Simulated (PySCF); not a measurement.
## Computed structure and properties of [Eu(H2O)6]3+

System: [Eu(H2O)6]3+ (singlet in the valence; each metal's 4f electrons, 6 of them, lie in its core potential, out of spins and levels); start: displaced along the imaginary mode (D2). Method: PySCF 2.14.0, RKS PBE, Eu lcecp-1-SVP with ECP52, O def2-SVP, H def2-SVP; non-relativistic Hamiltonian with scalar-relativistic core potentials where named; density fitting; no spin-orbit coupling.

Input of the relaxation:

```python
mol = gto.M(atom='''
Eu     0.00000    -0.00000     0.00000
O      0.00000     0.00000     2.41065
H      0.72894     0.35794     3.02502
H     -0.72894    -0.35794     3.02502
O     -0.00000    -0.00000    -2.41065
H      0.72894    -0.35794    -3.02502
H     -0.72894     0.35794    -3.02502
O      2.40514     0.00000    -0.00000
H      3.01566    -0.65152     0.44622
H      3.01566     0.65152    -0.44622
O     -0.00000     2.41031    -0.00000
H      0.38120     3.02419     0.71722
H     -0.38120     3.02419    -0.71722
O     -2.40514    -0.00000     0.00000
H     -3.01566     0.65152     0.44622
H     -3.01566    -0.65152    -0.44622
O      0.00000    -2.41031     0.00000
H     -0.38120    -3.02419     0.71722
H      0.38120    -3.02419    -0.71722''',
    basis={'Eu': 'lcecp-1-SVP', 'O': 'def2-SVP', 'H': 'def2-SVP'},
    ecp={'Eu': 'lcecp-1-SVP'},
    charge=3, spin=0)
mf = dft.RKS(mol, xc='PBE')
mf.grids.atom_grid = (50, 194)  # f atoms: unpruned, at least (60, 302)
mf = mf.density_fit()  # fitting sets: Eu AutoAux, O def2-universal-JKFIT, H def2-universal-JKFIT
mf.conv_tol = 1e-08; mf.max_cycle = 55
mf.kernel(dm0)  # dm0: converged density of the start geometry
# quasi-Newton relaxation in Cartesian coordinates to a largest gradient under 0.00045 Eh/bohr, steps kept in the point group
```

Run from Python with OMP_NUM_THREADS=4; the lines above give its settings. Where DIIS fails, smearing, a level shift and second-order steps follow.
It took 2.9 min on 4 threads of Arm Neoverse V2, on a shared host, from the converged density of the start.

Course of the relaxation:

| step | energy above end (eV) | largest force component within the symmetry (eV/Å) |
| --- | --- | --- |
| 0 | 0.2888 | 1.159 |
| 1 | 0.0814 | 0.144 |
| 2 | 0.0738 | 0.034 |
| 3 | 0.0727 | 0.547 |
| 4 | 0.0577 | 0.156 |
| 5 | 0.0510 | 0.137 |
| 6 | 0.0325 | 0.272 |
| 7 | 0.0219 | 0.085 |
| 16 | 0.0012 | 0.035 |
| 17 | 0.0009 | 0.038 |
| 18 | 0.0004 | 0.025 |
| 19 | 0.0002 | 0.014 |
| 20 | 0.0001 | 0.007 |
| 21 | 0.0000 | 0.014 |
(The steps between are left out.)

Relaxed geometry (Th):

```xyz
19

Eu    0.0000    0.0000    0.0000
O     0.0000    0.0000    2.4029
H     0.7761   -0.0012    3.0133
H    -0.7761    0.0012    3.0133
O     0.0000    0.0000   -2.4029
H     0.7761    0.0012   -3.0133
H    -0.7761   -0.0012   -3.0133
O     2.4032    0.0000    0.0000
H     3.0138   -0.7756   -0.0013
H     3.0138    0.7756    0.0013
O     0.0000    2.4026    0.0000
H     0.0027    3.0130    0.7761
H    -0.0027    3.0130   -0.7761
O    -2.4032    0.0000    0.0000
H    -3.0138    0.7756   -0.0013
H    -3.0138   -0.7756    0.0013
O     0.0000   -2.4026    0.0000
H    -0.0027   -3.0130    0.7761
H     0.0027   -3.0130   -0.7761
```

```csv
contact,Å
Eu1–O2 (H2O),2.403
Eu1–O5 (H2O),2.403
Eu1–O8 (H2O),2.403
Eu1–O11 (H2O),2.403
Eu1–O14 (H2O),2.403
Eu1–O17 (H2O),2.403
```

On the finer grid (75, 302):

```yaml
HOMO: -20.60 eV
LUMO: -13.89 eV
Dipole_about_the_centre_of_mass: 0.00 D
Set_of_Mulliken_populations_of_Eu1_outside_the_core_potential: s 2.24, p 6.42, d 1.12, f 0.07
D3_BJ_dispersion_energy_not_in_the_energies: -0.333 eV
```

| atom | Mulliken (e) | Löwdin (e) | spin (e) |
| --- | --- | --- | --- |
| Eu1 | 1.16 | 0.75 | 0.00 |
| O2 | -0.27 | 0.01 | 0.00 |
| H3 | 0.29 | 0.18 | 0.00 |
| H4 | 0.29 | 0.18 | 0.00 |
| O5 | -0.27 | 0.01 | 0.00 |
| H6 | 0.29 | 0.18 | 0.00 |
| H7 | 0.29 | 0.18 | 0.00 |
| O8 | -0.27 | 0.01 | 0.00 |
| H9 | 0.29 | 0.18 | 0.00 |
| H10 | 0.29 | 0.18 | 0.00 |
| O11 | -0.27 | 0.01 | 0.00 |
| H12 | 0.29 | 0.18 | 0.00 |
| H13 | 0.29 | 0.18 | 0.00 |
| O14 | -0.27 | 0.01 | 0.00 |
| H15 | 0.29 | 0.18 | 0.00 |
| H16 | 0.29 | 0.18 | 0.00 |
| O17 | -0.27 | 0.01 | 0.00 |
| H18 | 0.29 | 0.18 | 0.00 |
| H19 | 0.29 | 0.18 | 0.00 |

The 4f levels lie in the core potential and are missing. Their spin isn't counted.

On the grid (50, 194), as all that follows. Harmonic modes: a minimum within the noise of the softest modes; lowest 56 cm⁻¹ (negative: unstable), highest 3626 cm⁻¹, zero-point energy 3.940 eV.

Taking off one H2O (charge 0, singlet; the rest: singlet) in vacuum, both parts rigid, costs 2.65 eV; the small basis without counterpoise inflates it. Parting with an electron moved from the ligand to the metal can be far cheaper, even downhill.

Rigid scan of H2O along the line from its metal:

```json
{"distance to O2 (Å)": "2.10", "energy (eV)": "0.464"}
{"distance to O2 (Å)": "2.20", "energy (eV)": "0.177"}
{"distance to O2 (Å)": "2.30", "energy (eV)": "0.038"}
{"distance to O2 (Å)": "2.40", "energy (eV)": "0.000"}
{"distance to O2 (Å)": "2.50", "energy (eV)": "0.027"}
{"distance to O2 (Å)": "2.60", "energy (eV)": "0.096"}
{"distance to O2 (Å)": "2.80", "energy (eV)": "0.297"}
```

One start shape was tried, so this needn't be the lowest isomer.

An lcecp potential fixes the number of 4f electrons, so in runs with it no electron can move into or out of that shell.
